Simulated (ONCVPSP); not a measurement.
# Logarithmic derivatives: erbium (Er), ONCV

ONCVPSP 4.0.1 input, shortened (lines: element, Z, core and valence counts, functional; n l f; lmax; l rc ep ncon nbas qcut; lloc lpopt rc5 dvloc0; l nproj debl; icmod fcfact rcfact), BLYP, scalar-relativistic:

```
  Er 68.00   10    4  -106131      upf
    1    0    2.00
    2    0    2.00
    2    1    6.00
    3    0    2.00
    3    1    6.00
    3    2   10.00
    4    0    2.00
    4    1    6.00
    4    2   10.00
    4    3   11.00
    5    0    2.00
    5    1    6.00
    5    2    1.00
    6    0    1.50
    2
    0    1.75    0.00    4    7    7.50
    1    2.30    0.00    4    9    7.20
    2    3.25    0.00    3    8    5.20
    4    5    1.55    1.00
    0    2    2.70
    1    2    1.00
    2    1    2.90
    1    0.60    0.00
```

In the p channel the program set the typed energies aside and used -1.200, 0.250 Ha.

The phase is arctan(r·R′/R) of the radial function R(r), unwrapped; energies in Ha, scanned from -4 to 5 Ha. A pole is an energy at which the radial function vanishes at the test radius. The pseudo phase is shifted by a multiple of π to meet the all-electron one at the reference energy, and phase errors are pseudo minus all-electron; the curves can meet again beyond the range given. Levels narrower than the energy grid can be missing from the lists of poles.

```tsv
channel	radius (bohr)	reference energy (Ha)	poles, all-electron	poles, pseudo	unbroken range about the reference energy with phases within 0.05 rad	phase error 1 Ha above the reference energy (rad)
s	1.78	-0.26	-1.48	-1.48	the whole range	+0.000
p	2.34	-1.20	-0.96, 3.55	-0.96, 3.50	the whole range	-0.000
d	3.31	-0.18	0.02, 1.95	0.02, 2.12	below 0.5	+0.150
```

Phases in the p channel:

| E (Ha) | all-electron | pseudo |
| --- | --- | --- |
| -3.98 | 1.367 | 1.367 |
| -3.74 | 1.357 | 1.357 |
| -3.50 | 1.345 | 1.345 |
| -3.26 | 1.330 | 1.330 |
| -3.02 | 1.312 | 1.312 |
| -2.78 | 1.289 | 1.289 |
| -2.54 | 1.258 | 1.258 |
| -2.30 | 1.214 | 1.214 |
| -2.06 | 1.141 | 1.141 |
| -1.82 | 0.993 | 0.993 |
| -1.58 | 0.524 | 0.524 |
| -1.34 | -0.897 | -0.897 |
| -1.10 | -1.453 | -1.453 |
| -0.86 | -1.629 | -1.629 |
| -0.62 | -1.731 | -1.731 |
| -0.38 | -1.817 | -1.817 |
| -0.14 | -1.910 | -1.910 |
| 0.10 | -2.035 | -2.035 |
| 0.34 | -2.237 | -2.237 |
| 0.58 | -2.617 | -2.617 |
| 0.82 | -3.264 | -3.265 |
| 1.06 | -3.858 | -3.859 |
| 1.30 | -4.179 | -4.180 |
| 1.54 | -4.350 | -4.351 |
| 1.78 | -4.452 | -4.453 |
| 2.02 | -4.519 | -4.521 |
| 2.26 | -4.569 | -4.570 |
| 2.50 | -4.606 | -4.608 |
| 2.74 | -4.636 | -4.638 |
| 2.98 | -4.662 | -4.665 |
| 3.22 | -4.685 | -4.688 |
| 3.46 | -4.705 | -4.709 |
| 3.70 | -4.725 | -4.730 |
| 3.94 | -4.744 | -4.751 |
| 4.18 | -4.763 | -4.773 |
| 4.42 | -4.784 | -4.798 |
| 4.66 | -4.808 | -4.828 |
| 4.90 | -4.835 | -4.867 |
